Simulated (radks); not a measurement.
Problem. These are the eigenvalues of the occupied orbitals of an atom or ion with whole-number occupations (eV). Calculated with a radial shooting solver on a logarithmic mesh with Libxc functionals: scalar-relativistic Kohn-Sham, PBE, spin-polarised, spherical densities, finite nucleus; Fermi nuclear charge, rms radius of each element as measured or else 0.836 A^(1/3) + 0.57 fm.

1s up: -57307.37
1s down: -57297.72
2s up: -12436.98
2s down: -12429.91
2p up: -11462.42
2p down: -11452.36
3s up: -4954.361
3s down: -4922.317
3p up: -4659.453

Which element is it, and in what charge state? The configuration may be excited. Open shells, if any, are filled with parallel spins first.

Solution. Z = 66, dysprosium, charge +51: Dy51+ in [Ne] 3s2 3p3. The list shows which subshells hold electrons but not how many an open one holds; the 1s level, -2106 hartree, gives Z - s = 64.9 by -(Z - s)^2/2, which with screening and relativity narrows Z to a few neighbours, and the depths of the outer levels then fix element, charge and occupations together.
